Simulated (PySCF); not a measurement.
SMILES [CH3][Al]([CH3])[CH3] (C₃H₉Al), singlet (B3LYP/def2-SVP optimised geometry):

```
13

Al    -0.173    -0.095     0.000
C     -1.158     1.611     0.000
H     -1.739     1.726     0.934
H     -1.899     1.647    -0.819
H     -0.511     2.499    -0.095
C     -1.160    -1.800    -0.002
H     -0.767    -2.499     0.758
H     -1.039    -2.314    -0.974
H     -2.243    -1.686     0.172
C      1.797    -0.095     0.000
H      2.243    -1.102    -0.055
H      2.189     0.389     0.914
H      2.197     0.495    -0.845
```

Computed with B3LYP/def2-TZVP run with PySCF.

**Question.** What are the frontier orbital energies and the dipole moment?

**Answer.** HOMO-2 -10.07 eV, HOMO-1 -7.34 eV, HOMO -7.34 eV, LUMO -0.62 eV, LUMO+1 0.00 eV; dipole moment 0.00 D.

Meta-Löwdin charges at B3LYP/def2-TZVP: Al1 0.89, C2 -0.65, H3 0.12, H4 0.12, H5 0.11, C6 -0.65, H7 0.12, H8 0.12, H9 0.12, C10 -0.65, H11 0.11, H12 0.12, H13 0.12.
